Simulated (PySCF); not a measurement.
## Rh (rhodium, neutral) across methods

[Kr] 4d8 5p1, one real determinant (an excited configuration). Calculation: PySCF 2.14, in aug-cc-pVTZ-DK; scalar relativity by spin-free X2C-1e.

```
 method  E (hartree)  mean ε 4d α (eV)  mean ε 4d β (eV)  mean ε 5p α (eV)  Σ⟨r²⟩ (bohr²)   ⟨S²⟩
  B3LYP     -4783.41            -9.480            -8.352            -2.392          64.30  3.751
  wB97X     -4783.48           -12.289           -11.191            -3.546          65.85  3.752
 r2SCAN     -4783.34            -8.324            -7.128            -2.136          62.94  3.752
r2SCANh     -4783.33            -8.991            -7.760            -2.297          63.16  3.752
    PBE     -4782.96            -8.118            -6.960            -2.075          63.76  3.751
   PBE0     -4783.02            -9.826            -8.567            -2.499          64.24  3.751
    UHF  -4780.93449           -14.391           -12.756            -3.338          69.93  3.754
```

Question: Estimate the same row for LDA.

Answer: E (hartree) = -4778.13; mean ε 4d α (eV) = -8.274; mean ε 4d β (eV) = -7.080; mean ε 5p α (eV) = -2.123; Σ⟨r²⟩ (bohr²) = 62.77; ⟨S²⟩ = 3.750.

⟨L²⟩ = 14.02 against 20 for a pure G term, so this real determinant mixes terms.
